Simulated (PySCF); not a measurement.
Compound: C3H8GaN.
Geometry (PBE0-D3(BJ)/def2-SVP, Å), atoms numbered from 1 in this order:
```xyz
13
C3H8GaN angstrom
C      2.890   -0.780   -0.007
C      1.571   -0.226    0.215
N      0.523    0.216    0.394
Ga    -1.425    1.086    0.753
C     -2.503   -0.047   -0.471
H      2.806   -1.817   -0.360
H      3.422   -0.184   -0.763
H      3.463   -0.765    0.931
H     -1.057    2.557    0.295
H     -1.481    0.790    2.307
H     -2.173    0.055   -1.517
H     -3.560    0.262   -0.429
H     -2.459   -1.111   -0.192
```

The calculation used PBE0-D3(BJ)/def2-SVP geometry optimisation, gas phase (PySCF 2.14.0).

**Question.** Which atoms are bound to Ga4, and at what distances?

**Answer.** 4 atoms: H10 1.584 Å, H9 1.584 Å, C5 1.985 Å, N3 2.163 Å. The nearest atom not counted as bound is H12, at 2.58 Å.

**Question.** List the angles at Ga4.

**Answer.** 
```
     angle  degrees  distance of the outer atoms (Å)
C5–Ga4–H10    118.7                             3.08
 C5–Ga4–H9    118.5                             3.07
H9–Ga4–H10    117.7                             2.71
 N3–Ga4–C5     99.0                             3.16
N3–Ga4–H10     96.9                             2.83
 N3–Ga4–H9     96.7                             2.83
```

**Question.** Describe the arrangement about Ga4 in numbers.

**Answer.** Angles from 96.7° to 118.7°; τ4 = (360° − α − β)/141° = 0.87 with α and β the two widest (0 for a square, 1 for a tetrahedron).

**Question.** What are the other bond lengths?

**Answer.** C1–C2 1.447 Å; C2≡N3 1.152 Å; C1–H6, C1–H7, C1–H8 1.099 Å; C5–H11, C5–H12, C5–H13 1.102 Å.

**Question.** Give some angles away from the centre.

**Answer.** C1–C2–N3 179.8°, C2–N3–Ga4 178.7°.

**Question.** What are the rotational constants (commonest isotopes, rigid rotor)?

**Answer.** A = 8302, B = 1213, C = 1090 MHz: a near-prolate asymmetric top.

Charge 0, singlet. Whether it is a minimum is left open (no frequencies).
